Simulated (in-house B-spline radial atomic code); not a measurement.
Results of a calculation; reference values are marked as such.
Making a Troullier-Martins d channel for Ru, r_c = 1.05 bohr

Ru, [Kr] 4d7 5s1, non-relativistic PBE, spherical and spin-unpolarised, from a B-spline radial code for spherical atoms (atomic units). The all-electron 4d level is ε = -0.203047 hartree, its outermost node lies just inside 0.49 bohr and its outer maximum at 1.21 bohr.

Inside r_c the pseudo-orbital is u(r) = r^3 exp(p(r)), with p = c0 + c2 r² + c4 r⁴ + … + c12 r¹². The seven coefficients follow from p and its first four derivatives at r_c, from zero curvature of the screened potential at the origin, c4 = −c2²/(2l + 5), and from the norm inside r_c. At r_c the all-electron orbital has P = 0.7936065, P' = 0.3337014, the screened potential V = -4.630682, V' = 10.61279, V'' = -29.77831, and the norm inside is Q = 0.2085367.

Q: What are p, p' and p'' at r_c?

A: p = ln(P/r_c^3) = ln(0.7936065/1.15763) = -0.37754. p' = P'/P − 3/r_c = 0.42049 − 2.85714 = -2.43666. The radial equation gives p'' = 2(V − ε) − 2(3) p'/r_c − p'² = -8.85527 − (-13.92375) − 5.93729 = -0.86881. Differentiating, p''' = 2V' + 2(3)p'/r_c² − 2(3)p''/r_c − 2p'p'' = 8.6955, and p'''' = 2V'' − 4(3)p'/r_c³ + 4(3)p''/r_c² − 2(3)p'''/r_c − 2p''² − 2p'p''' = -52.577.

For a trial c2 the five matching conditions are linear in c0, c6, c8, c10 and c12, and c2 is varied until the norm inside r_c equals Q. The root nearest zero gives:

```csv
n,c_n
0,1.508881
2,-2.543308
4,-0.7187131
6,5.439215
8,-6.961712
10,3.793463
12,-0.7747956
```

Q: Check c4 and p(r_c), and find the screened pseudopotential at the origin.

A: −c2²/9 = -0.718713, as listed. The terms c_n r_c^n are 1.50888, -2.80400, -0.87360, 7.28907, -10.28562, 6.17915, -1.39142, which sum to -0.37754. Inverting the radial equation, V_l(r) = ε + 3 p'/r + (p'' + p'²)/2, so V_l(0) = ε + (2l + 3) c2 = -0.203047 + 7 × (-2.54331) = -18.0062 hartree, finite where the all-electron potential diverges.

Orbitals and screened potentials:

```
r (bohr)        P         u  V all-electron  V pseudo
   0.105  -0.1738  0.005089          -276.9    -17.98
   0.262  -0.3909   0.06817          -70.45    -17.25
    0.42  -0.1455    0.2142          -30.73    -14.35
   0.578   0.2208    0.3927          -16.65    -9.841
   0.735   0.5156    0.5607          -10.16    -6.506
   0.892   0.7021    0.7048          -6.754    -5.646
    1.05   0.7936    0.7936          -4.631    -4.631
```

Logarithmic derivatives P'/P at R = 1.35 bohr, for energies E around ε:

```json
{"E − ε (hartree)": "-0.5", "all-electron": "0.320395", "pseudo": "0.319075"}
{"E − ε (hartree)": "-0.25", "all-electron": "0.0578742", "pseudo": "0.0574928"}
{"E − ε (hartree)": "-0.1", "all-electron": "-0.11518", "pseudo": "-0.115232"}
{"E − ε (hartree)": "0", "all-electron": "-0.23809", "pseudo": "-0.238069"}
{"E − ε (hartree)": "0.1", "all-electron": "-0.367752", "pseudo": "-0.367814"}
{"E − ε (hartree)": "0.25", "all-electron": "-0.576505", "pseudo": "-0.577078"}
{"E − ε (hartree)": "0.5", "all-electron": "-0.970031", "pseudo": "-0.973001"}
```

Q: With P(R) = 0.8019712 and a norm of 0.4057496 inside R, what slope in energy does norm conservation fix?

A: d(P'/P)/dE = −2 × (norm inside R)/P(R)² = -1.2617 per hartree·bohr at E = ε, for both atoms, since orbital and norm agree at R. Differences over ±0.1 hartree give -1.2629 (all-electron) and -1.2629 (pseudo), which also hold third-order terms. Half a hartree below ε the two curves differ by -0.0013.
